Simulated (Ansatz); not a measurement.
Molecule: C$_{5}$H$_{7}$, charge -1, multiplicity 1. It need not be the lowest isomer of its formula. Whether it binds its extra electron was not tested at this geometry. 
Coordinates optimised at B3LYP-D3(BJ)/def2-TZVP (Ansatz, a first-principles code):
```
C
C 1 1.3654
H 2 1.0860 1 119.38
H 1 1.0953 2 115.60 3 1.19
C 1 1.4139 4 114.40 2 173.52
C 5 1.3330 1 127.75 4 92.55
H 6 1.0942 5 122.45 1 -179.29
H 6 1.1051 7 113.41 5 179.62
C 2 1.5014 3 117.96 1 -174.61
H 9 1.0979 2 111.92 3 23.59
H 9 1.0982 10 108.33 2 -121.00
H 9 1.1003 10 106.57 11 -113.44
```
Charge -1, spin multiplicity 1.

Parts of the frozen-core correlation energy in 6-31G (Ansatz, hartree). Frozen orbitals: 5; correlated occupied orbitals by spin: 14 and 14; virtual: 40 and 40. Spin-orbit coupling is left out. Non-relativistic.

```
term                            value
-------------------------  ----------
reference (HF)             -193.20009
MP2 opposite-spin            -0.34593
MP2 same-spin                -0.10344
CCSD correlation             -0.49880
(T)                          -0.01711
T1 diagnostic                   0.016
largest doubles amplitude       0.079
```
